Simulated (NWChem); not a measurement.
Species: SiNH3F2; SMILES F[SiH](N)F

```xyz
7

Si     0.0146    -0.0114     0.3352
N      0.2430     1.5661    -0.2352
F     -1.4037    -0.5636    -0.1996
F      1.0815    -1.0840    -0.2370
H      0.0828    -0.0428     1.8084
H      0.1194     1.8278    -1.2060
H      0.7934     2.2402     0.2815
```
Atoms are numbered in this order, from 1.

Program: NWChem. Geometry: optimised at PBE0/def2-SVP.

Question: Order these by “orbital gap (eV)”, lowest first: PBE/aug-pcseg-1; PBE/STO-3G; PBE/pcseg-1; PBE/pcseg-2.

Answer: PBE/aug-pcseg-1 (6.07), PBE/pcseg-2 (6.47), PBE/pcseg-1 (6.92), PBE/STO-3G (8.37)
